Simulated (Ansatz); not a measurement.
B7⁻ (the lowest singlet isomer of a short search), 7 atoms. Hardware: 4 threads of Arm Neoverse V2 on a shared host.

Q: How many basis functions does each of these Ansatz runs have, and roughly what does it cost? BLYP-D4/def2-TZVPD, charge -1 singlet, energy, from earlier orbitals; PBE-D4/def2-TZVPD, charge -1 triplet at the geometry of the charge -1 singlet, energy, from earlier orbitals; HSE06-D4/def2-TZVPD, charge -1 singlet, energy, from earlier orbitals; PBE-D4/def2-SVPD, charge -1 singlet, relaxation, 7 steps; PBE0-D4/def2-TZVPD, charge -1 triplet at the geometry of the charge -1 singlet, energy; PBE with 10 % exact exchange/def2-SVPD, charge -1 singlet, energy, from earlier orbitals; r2SCANh-D4/def2-TZVPD, charge -1 singlet, energy, from earlier orbitals; r2SCAN-D4/def2-TZVPD, charge -1 singlet, energy and forces, from earlier orbitals; HF/6-31G, charge -1 singlet, energy; PBE with 15 % exact exchange/def2-SVPD, charge -1 singlet, energy, from earlier orbitals; PBE-D4/def2-SVPD, charge -1 singlet, energy, from earlier orbitals; B3LYP-D4/6-31G, charge -1 singlet, energy.

A: Other jobs shared the machine, so times can vary by a factor of up to 3. A dash marks memory too small to be measured apart from the calling script's.

```
                                                                                                         run  functions  fitting or Cholesky vectors  wall time  peak host memory (GiB)
                                                                         HF/6-31G, charge -1 singlet, energy         63                          882     0.25 s                       –
                                                                   B3LYP-D4/6-31G, charge -1 singlet, energy         63                          882      0.6 s                       –
                    PBE with 10 % exact exchange/def2-SVPD, charge -1 singlet, energy, from earlier orbitals        140                         1113      1.2 s                       –
                                          PBE-D4/def2-SVPD, charge -1 singlet, energy, from earlier orbitals        140                         1113      1.2 s                       –
                    PBE with 15 % exact exchange/def2-SVPD, charge -1 singlet, energy, from earlier orbitals        140                         1113      1.2 s                       –
                                        BLYP-D4/def2-TZVPD, charge -1 singlet, energy, from earlier orbitals        259                         1155      2.8 s                       –
                                       HSE06-D4/def2-TZVPD, charge -1 singlet, energy, from earlier orbitals        259                         1155      3.6 s                    0.61
PBE-D4/def2-TZVPD, charge -1 triplet at the geometry of the charge -1 singlet, energy, from earlier orbitals        259                         1155      5.5 s                       –
                           r2SCAN-D4/def2-TZVPD, charge -1 singlet, energy and forces, from earlier orbitals        259                         1155        6 s                       –
                                                    PBE-D4/def2-SVPD, charge -1 singlet, relaxation, 7 steps        140                         1113        6 s                       –
                                     r2SCANh-D4/def2-TZVPD, charge -1 singlet, energy, from earlier orbitals        259                         1155        6 s                    0.59
                      PBE0-D4/def2-TZVPD, charge -1 triplet at the geometry of the charge -1 singlet, energy        259                         1155       16 s                     1.1
```
